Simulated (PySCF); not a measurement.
HSi, SMILES [SiH] (connectivity only; charge and spin as stated), charge +1, multiplicity 1.

Coordinates come from a PBE-D3(BJ)/def2-TZVPD optimisation.

The numbers are results of r2SCAN/def2-TZVPD (PySCF), not measurements.

The molecule is in vacuum.

- total energy: -289.65489 hartree
- point group: C∞v
- highest occupied level: -14.48 eV
- lowest empty level: -11.32 eV
- orbital gap: 3.17 eV
- dipole moment about the centre of nuclear charge: 0.23 D
- mean static polarisability: 20.9 bohr³ (3.10 Å³)
- polarisability, principal values: 19.6, 19.6, 23.5 bohr³
